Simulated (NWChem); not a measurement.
System: C₂H₈AlN; SMILES C[N](C)[AlH2]

NWChem input:

```
start job
memory heap 200 mb stack 900 mb global 1100 mb
geometry units angstroms noautosym nocenter noautoz
  Al     0.000000     0.000000     1.494326
  H     -0.003900     1.409767     2.222332
  H      0.003900    -1.409767     2.222332
  N      0.000000     0.000000    -0.295734
  C      0.003139    -1.209800    -1.106572
  C     -0.003139     1.209800    -1.106572
  H     -0.884823    -1.261414    -1.757403
  H      0.889503    -1.254926    -1.760048
  H      0.007380    -2.100018    -0.469350
  H      0.884823     1.261414    -1.757403
  H     -0.889503     1.254926    -1.760048
  H     -0.007380     2.100018    -0.469350
end
basis spherical
  * library 6-31g*
end
dft
  xc b3lyp
  iterations 150
end
property
  shielding 6 1 2 4 5 7 9
end
task dft property
```

Parts of the log:

```
             Northwest Computational Chemistry Package (NWChem) 7.3.0
             --------------------------------------------------------

                             Geometry "geometry" -> ""
                             -------------------------

 Output coordinates in angstroms (scale by  1.889725989 to convert to a.u.)

  No.       Tag          Charge          X              Y              Z
 ---- ---------------- ---------- -------------- -------------- --------------
    1 Al                  13.0000     0.00000000     0.00000000     1.49432600
    2 H                    1.0000    -0.00390000     1.40976700     2.22233200
    3 H                    1.0000     0.00390000    -1.40976700     2.22233200
    4 N                    7.0000     0.00000000     0.00000000    -0.29573400
    5 C                    6.0000     0.00313900    -1.20980000    -1.10657200
    6 C                    6.0000    -0.00313900     1.20980000    -1.10657200
    7 H                    1.0000    -0.88482300    -1.26141400    -1.75740300
    8 H                    1.0000     0.88950300    -1.25492600    -1.76004800
    9 H                    1.0000     0.00738000    -2.10001800    -0.46935000
   10 H                    1.0000     0.88482300     1.26141400    -1.75740300
   11 H                    1.0000    -0.88950300     1.25492600    -1.76004800
   12 H                    1.0000    -0.00738000     2.10001800    -0.46935000

 Effective nuclear repulsion energy (a.u.)     160.5573671966

                              NWChem Property Module
                              ----------------------

  itol2e modified to match energy
  convergence criterion.

                                 NWChem DFT Module
                                 -----------------

 Summary of "ao basis" -> "ao basis" (spherical)
 ------------------------------------------------------------------------------
       Tag                 Description            Shells   Functions and Types
 ---------------- ------------------------------  ------  ---------------------
 Al                          6-31g*                  8       18   4s3p1d
 H                           6-31g*                  2        2   2s
 N                           6-31g*                  6       14   3s2p1d
 C                           6-31g*                  6       14   3s2p1d

  itol2e modified to match energy
  convergence criterion.

[...]

          -----------------------------------------
          Chemical Shielding Tensors (GIAO, in ppm)
          -----------------------------------------

                                NWChem CPHF Module
                                ------------------

  scftype          =     RHF
  nclosed          =       20
  nopen            =        0
  variables        =     1120
  # of vectors     =        3
  tolerance        = 0.10D-03
  level shift      = 0.00D+00
  max iterations   =       50
  max subspace     =       30

 SCF residual:    8.0712029213973873E-005

Iterative solution of linear equations
  No. of variables     1120
  No. of equations        3
  Maximum subspace       30
        Iterations       50
       Convergence  1.0D-04

   iter   nsub   residual    time
   ----  ------  --------  ---------
     1      3    5.01D-01      52.2
     2      6    1.59D-02      56.3
     3      9    1.00D-03      61.0
     4     12    3.38D-05      67.5

      Atom:    1  Al
        Diamagnetic
    799.2565      0.0113     -0.0000
      0.0113    795.2177     -0.0000
     -0.0000     -0.0000    801.0111

        Paramagnetic
   -387.6923     -0.0634      0.0000
     -0.0634   -372.7564     -0.0000
      0.0000     -0.0000   -390.5738

        Total Shielding Tensor
    411.5642     -0.0521      0.0000
     -0.0521    422.4614     -0.0000
      0.0000     -0.0000    410.4373

           isotropic =     414.8210
          anisotropy =      11.4610

          Principal Components and Axis System
                 1           2           3
              422.4616    411.5640    410.4373

      1        -0.0048      1.0000     -0.0000
      2         1.0000      0.0048      0.0000
      3        -0.0000      0.0000      1.0000

      Atom:    2  H
        Diamagnetic
     24.9324     -0.0234     -0.0134
     -0.0234     33.3453      4.8756
     -0.0134      4.8756     29.6697

        Paramagnetic
     -0.7990      0.0090      0.0041
      0.0090     -3.9456     -1.6759
      0.0041     -1.6759     -1.7734

        Total Shielding Tensor
     24.1334     -0.0144     -0.0093
     -0.0144     29.3997      3.1997
     -0.0093      3.1997     27.8963

           isotropic =      27.1431
          anisotropy =       7.1875

          Principal Components and Axis System
                 1           2           3
               31.9348     25.3612     24.1334

      1        -0.0022      0.0013      1.0000
      2         0.7838     -0.6210      0.0025
      3         0.6210      0.7838      0.0003

      Atom:    3  N
        Diamagnetic
    286.2092     -0.0940     -0.0000
     -0.0940    322.4561      0.0000
     -0.0000      0.0000    328.7938

        Paramagnetic
    -58.5448      0.5610      0.0000
      0.5610   -273.6796      0.0000
      0.0000      0.0000   -119.0047

        Total Shielding Tensor
    227.6644      0.4670      0.0000
      0.4670     48.7764      0.0000
      0.0000      0.0000    209.7891

           isotropic =     162.0766
          anisotropy =      98.3835

          Principal Components and Axis System
                 1           2           3
              227.6657    209.7891     48.7752

      1         1.0000     -0.0000     -0.0026
      2         0.0026      0.0000      1.0000
      3         0.0000      1.0000     -0.0000

      Atom:    4  C
        Diamagnetic
    242.9060     -0.0270     -0.0197
     -0.0270    253.1964      7.3504
     -0.0197      7.3504    249.4914

        Paramagnetic
   -108.6120     -0.0737     -0.0538
     -0.0737    -84.3929     19.4898
     -0.0538     19.4898   -106.5958

[...]
```

Level: B3LYP/6-31G* (spherical d), GIAO. The geometry was optimised at B3LYP/6-31G* (spherical d). The output numbers the shielded atoms by their place in the input's list. The printed shielding anisotropy is the first printed principal value minus the mean of the other two.
